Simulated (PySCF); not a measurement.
C2H5NOSi, SMILES C(#N)C[SiH2]O.

Geometry: B3LYP-D3(BJ)/def2-SVP. This is a generated structure with no PubChem entry under its InChIKey; it may be hypothetical. The values are those of a single conformer.

Method: r2SCAN/def2-TZVP run with PySCF.

Symmetry labels are those of the subgroup Cs that the program uses (full group Cs).

Computed valence orbital energies around the gap with their symmetry:
| orbital | symmetry | energy (eV) |
|---|---|---|
| HOMO−7 | A" | -12.05 |
| HOMO−6 | A' | -10.41 |
| HOMO−5 | A" | -9.80 |
| HOMO−4 | A' | -9.19 |
| HOMO−3 | A' | -8.88 |
| HOMO−2 | A" | -8.27 |
| HOMO−1 | A" | -8.05 |
| HOMO | A' | -7.82 |
| LUMO | A' | -0.70 |
| LUMO+1 | A" | -0.01 |
| LUMO+2 | A' | 0.06 |
| LUMO+3 | A' | 0.48 |
